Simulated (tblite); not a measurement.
Compound: C₇H₇ (doublet state).
SMILES with atom numbers: `[CH3:1][c:2]1[cH:3][c:4][cH:5][cH:6][cH:7]1` (hydrogens: H8, H9, H10 on C1; H11 on C3; H12 on C5; H13 on C6; H14 on C7)

A start from a force field or distance geometry was refined with GFN2-xTB geometry optimisation, gas phase (tblite). Values at the start:

```
coordinate    start
     C1–C2  1.512 Å
     C1–H8  1.098 Å
     C2–C3  1.402 Å
     C2–C7  1.396 Å
     C3–C4  1.402 Å
    C3–H11  1.077 Å
     C4–C5  1.386 Å
     C5–C6  1.392 Å
    C5–H12  1.089 Å
     C6–C7  1.403 Å
    C6–H13  1.089 Å
    C7–H14  1.085 Å
  C1–C2–C3   119.4°
  C1–C2–C7   120.7°
  C2–C3–C4   119.3°
  C2–C7–C6   120.2°
  C3–C2–C7   119.8°
  C3–C4–C5   120.8°
  C4–C5–C6   120.0°
  C5–C6–C7   119.9°
```

Problem. How do these coordinates change at the GFN2-xTB level?

Solution. 
| coordinate | GFN2-xTB (Å or °) | change |
| --- | --- | --- |
| C3–C4 | 1.361 | -0.041 |
| C4–C5 | 1.364 | -0.022 |
| C6–C7 | 1.383 | -0.020 |
| C1–C2 | 1.498 | -0.014 |
| C5–H12 | 1.079 | -0.010 |
| C6–H13 | 1.081 | -0.008 |
| C2–C7 | 1.388 | -0.008 |
| C1–H8 | 1.091 | -0.007 |
| C7–H14 | 1.081 | -0.004 |
| C3–H11 | 1.081 | +0.004 |
| C2–C3 | 1.399 | -0.003 |
| C5–C6 | 1.394 | +0.002 |
| C3–C4–C5 | 125.1 | +4.3 |
| C4–C5–C6 | 116.7 | -3.3 |
| C3–C2–C7 | 118.3 | -1.5 |
| C2–C7–C6 | 121.6 | +1.4 |
| C2–C3–C4 | 118.1 | -1.2 |
| C1–C2–C3 | 120.3 | +0.9 |
| C1–C2–C7 | 121.3 | +0.6 |
| C5–C6–C7 | 120.1 | +0.2 |

The energy falls by 0.103 eV over 14 L-BFGS steps, the largest force on an atom goes from 2.20 to 0.009 eV/Å, and the atoms move by 0.023 Å rms after alignment. The bond that changes most is C3–C4 (ends: carbon bonded to 2 C and H; carbon bonded to 2 C), which shortens by 0.041 Å. Bonds longer at the end by more than 0.005 Å: 0 of 14; shorter: 8. Rotational constants go from 5813, 2567, 1801 to 6009, 2588, 1829 MHz.

On one thread, AMD EPYC 7B13 (x86_64), shared host, this took under 0.1 s of wall time.

GFN2-xTB frequencies show an imaginary mode (46i cm⁻¹), so the point is no minimum at that level.

All values are computed, not measured.
